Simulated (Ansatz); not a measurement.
Isolated molecules relaxed with PBE0-D4/def2-TZVP in Ansatz; ΔE leaves out vibrations. CBS: MP2 limit from def2 TZ/QZ plus the TZ coupled-cluster correction, frozen cores. This one scheme is used for every species. DFT in def2-TZVPP. B3LYP here is the variant with VWN-RPA as its local correlation; programs differ in this. Each species was taken in one conformer, which may not be the lowest.

Consider the hydrogenolysis of the Si–Si bond: `O[SiH2][SiH2][SiH2]F` + H₂ → `O[SiH2][SiH3]` + `F[SiH3]`.

Task: Is it downhill or uphill in electronic energy at CCSD(T)/CBS, and by how much? (Best estimate.)

Result: The calculation gave: Downhill: ΔE = -0.18 eV.

Task: What do these levels give: r2SCAN-D4, PBE0-D4, PBE, B3LYP, CCSD/def2-TZVPP, SCS-MP2/def2-QZVPP? (Estimate.)

Result: Computed: r2SCAN-D4 -0.11, PBE0-D4 -0.08, PBE -0.10, B3LYP -0.29, CCSD/def2-TZVPP -0.27, SCS-MP2/def2-QZVPP -0.27 eV.

Largest T1 diagnostic among the species: 0.013.

From PBE to PBE0 (25 % exact exchange), in def2-TZVPP and without D4, ΔE moves by −0.06 eV. In def2-TZVPP, CCSD(T) changes the Hartree–Fock value by +0.31 eV (the triples alone add +0.06 eV) and MP2 by +0.31 eV.
